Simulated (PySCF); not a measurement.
C$_{6}$H$_{12}$O, triplet, at a GFN2-xTB geometry (a higher spin typed on purpose: for a closed-shell molecule this is an excited state); DF-M062X/pcseg-1 in PySCF.

The PySCF input:
```python
from pyscf import gto, scf, dft

mol = gto.Mole()
mol.atom = '''
    C    -2.02710707   -1.59725888    0.34700618
    C    -1.02880172   -0.45301862    0.56166129
    C    -1.64092248    0.88290346    0.19633512
    C     0.22064222   -0.69947597   -0.28703456
    C     1.24750457    0.39780181   -0.01819008
    C     2.62679557    0.06941484   -0.56263552
    O     0.86172848    1.64434124   -0.09320444
    H    -1.58715923   -2.54675061    0.64155769
    H    -2.91896676   -1.42676290    0.94471751
    H    -2.31757531   -1.65885591   -0.69948011
    H    -0.73359141   -0.43684547    1.61579681
    H    -2.13147259    0.85266467   -0.77403501
    H    -2.32410619    1.25905767    0.95208232
    H    -0.78146328    1.59319678    0.11443064
    H    -0.05850937   -0.70929999   -1.35207859
    H     0.67275280   -1.66213613   -0.04469136
    H     3.30615374    0.87232885   -0.28969154
    H     2.62016321   -0.02585255   -1.65484270
    H     2.97127975   -0.86767403   -0.13098446
'''
mol.basis = 'pcseg-1'
mol.spin = 2
mol.verbose = 4
mol.build()

mf = dft.UKS(mol)
mf.xc = 'm062x'
mf = mf.density_fit(auxbasis='def2-universal-jkfit')
mf.kernel()
```

Output, abridged:

```
PySCF version 2.14.0

[INPUT] verbose = 4
[INPUT] num. atoms = 19
[INPUT] num. electrons = 56
[INPUT] charge = 0
[INPUT] spin (= nelec alpha-beta = 2S) = 2
[INPUT] symmetry False subgroup None
[INPUT] Mole.unit = angstrom
[INPUT] Symbol           X                Y                Z      unit          X                Y                Z       unit  Magmom
[...]
nuclear repulsion = 315.247255523451
number of shells = 45
number of NR pGTOs = 259
number of NR cGTOs = 158
basis = pcseg-1
ecp = {}

******** <class 'pyscf.df.df_jk.DFUKS'> ********
method = DFUKS
initial guess = minao
damping factor = 0
level_shift factor = 0
DIIS = <class 'pyscf.scf.diis.CDIIS'>
diis_start_cycle = 1
diis_space = 8
diis_damp = 0
SCF conv_tol = 1e-09
SCF conv_tol_grad = None
SCF max_cycles = 50
direct_scf = False
number electrons alpha = 29  beta = 27
XC library pyscf.dft.libxc version 7.1.2
    S. Lehtola, C. Steigemann, M. J. T. Oliveira, and M. A. L. Marques,  SoftwareX 7, 1–5 (2018)
XC functionals = m062x
    Y. Zhao and D. G. Truhlar,  Theor. Chem. Acc. 120, 215 (2008)
    Y. Zhao and D. G. Truhlar,  Theor. Chem. Acc. 120, 215 (2008)
radial grids:
    Treutler-Ahlrichs [JCP 102, 346 (1995); DOI:10.1063/1.469408] (M4) radial grids

becke partition: Becke, JCP 88, 2547 (1988); DOI:10.1063/1.454033
pruning grids: <function nwchem_prune>
grids dens level: 3
symmetrized grids: False
atomic radii adjust function: <function treutler_atomic_radii_adjust>
small_rho_cutoff = 0
Set gradient conv threshold to 3.16228e-05
tot grids = 216488
******** <class 'pyscf.df.df.DF'> ********
auxbasis = def2-universal-jkfit
init E= -311.664265704627

cycle= 1 E= -310.631829951423  delta_E= 1.03  |g|= 0.409  |ddm|= 2.93
cycle= 2 E= -310.541413942988  delta_E= 0.0904  |g|=  0.7  |ddm|=    1
cycle= 3 E= -310.734901641197  delta_E= -0.193  |g|= 0.0603  |ddm|= 0.689
cycle= 4 E= -310.739282083466  delta_E= -0.00438  |g|= 0.0488  |ddm|= 0.166
cycle= 5 E= -310.741300463465  delta_E= -0.00202  |g|= 0.0179  |ddm|= 0.0828
cycle= 6 E= -310.742023859084  delta_E= -0.000723  |g|= 0.00718  |ddm|= 0.0659
cycle= 7 E= -310.742164996932  delta_E= -0.000141  |g|= 0.00258  |ddm|= 0.0308
cycle= 8 E= -310.742181522145  delta_E= -1.65e-05  |g|= 0.00132  |ddm|= 0.00826
cycle= 9 E= -310.742184595389  delta_E= -3.07e-06  |g|= 0.00051  |ddm|= 0.00368
cycle= 10 E= -310.742185057539  delta_E= -4.62e-07  |g|= 0.000218  |ddm|= 0.00144
cycle= 11 E= -310.74218514488  delta_E= -8.73e-08  |g|= 8.86e-05  |ddm|= 0.000598
cycle= 12 E= -310.742185164921  delta_E= -2e-08  |g|= 5.17e-05  |ddm|= 0.000272
cycle= 13 E= -310.742185173695  delta_E= -8.77e-09  |g|= 2.95e-05  |ddm|= 0.00016
cycle= 14 E= -310.742185180234  delta_E= -6.54e-09  |g|= 1.83e-05  |ddm|= 0.000173
cycle= 15 E= -310.742185182739  delta_E= -2.51e-09  |g|= 1.03e-05  |ddm|= 0.000126
cycle= 16 E= -310.742185183334  delta_E= -5.95e-10  |g|= 2.95e-06  |ddm|= 7.75e-05
Extra cycle  E= -310.742185183348  delta_E= -1.46e-11  |g|= 2.3e-06  |ddm|= 7.78e-06
converged SCF energy = -310.742185183348  <S^2> = 2.0073568  2S+1 = 3.0049005
```
